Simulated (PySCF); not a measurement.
A structure optimised at PBE-D3(BJ)/def2-SVP, used in a PySCF frequency run:

```
Mg
S 1 2.3179
C 2 1.8495 1 103.08
H 3 1.1069 2 106.59 1 179.45
H 3 1.1071 4 107.99 2 -120.82
H 3 1.1072 4 107.97 5 -118.31
Se 1 2.4433 3 147.89 4 177.22
H 7 1.4885 1 88.73 3 91.43
```

Q: Write its SMILES and formula.

A: C[S][Mg][SeH], CH4MgSSe

Q: What are its rotational constants (standard atomic weights)?

A: 12.965, 0.68098, 0.65345 GHz
